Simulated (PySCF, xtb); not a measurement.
BrFH2O2Si, SMILES O[Si](O)(F)Br. Other conformers were not sampled.

Harmonic wavenumbers (cm⁻¹) from GFN2-xTB (xtb 6.7.1) at its own minimum, in rising order: 141, 159, 200, 241, 258, 276, 304, 477, 767, 796, 827, 949, 1024, 3678, 3684.

What does PBE-D3(BJ)/def2-SVP run with PySCF give at its own minimum? (Estimate from the structure and the level; the computed values follow.)

107, 150, 208, 237, 264, 314, 320, 461, 760, 790, 841, 939, 980, 3756, 3769. Paired by order, the mean absolute difference is 25 cm⁻¹ and the zero-point energies are 19.7 and 19.9 kcal/mol.
